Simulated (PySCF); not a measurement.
Al(Cl)(Me)(Et) (C3H8AlCl), SMILES C[CH2][Al]([CH3])[Cl]. Atoms are numbered in the order given.

```xyz
13

Al     0.2893     0.4651     0.1577
Cl     0.1076    -1.3807     1.2016
C      1.3645     1.8604     0.9958
H      2.3985     1.5112     1.1622
H      0.9609     2.1218     1.9896
H      1.4103     2.7831     0.3946
C     -0.6337     0.6213    -1.5624
C     -1.4397    -0.5914    -2.0493
H      0.1342     0.9027    -2.3102
H     -1.2820     1.5175    -1.4960
H     -2.2368    -0.8611    -1.3379
H     -0.8035    -1.4843    -2.1591
H     -1.9188    -0.4066    -3.0257
```
Charge 0, spin multiplicity 1.

Geometry: B3LYP-D3(BJ)/def2-SVP. One conformer was computed; it need not be the lowest.

Method: PBE0/pcSseg-1 (PySCF).

GIAO shieldings, no solvent; atoms alike by connectivity are averaged. δ = σ(ref) − σ: ³⁵Cl against HCl (σ = 945.9 ppm); ¹³C against TMS (σ = 186.3 ppm); ¹H against TMS (σ = 31.56 ppm), references at their B3LYP-D3(BJ)/def2-TZVP geometries, non-relativistic (without spin–orbit terms, shifts of atoms bonded to Cl or Br come out too high).

Computed chemical shifts:
| nucleus | atoms | count | δ (ppm) |
|---|---|---|---|
| ³⁵Cl | Cl2 | 1 | 54.5 |
| ¹³C | C8 | 1 | 12.2 |
| ¹³C | C7 | 1 | 9.4 |
| ¹³C | C3 | 1 | -5.8 |
| ¹H | H11, H12, H13 | 3 | 1.44 |
| ¹H | H9, H10 | 2 | 0.59 |
| ¹H | H4, H5, H6 | 3 | 0.09 |
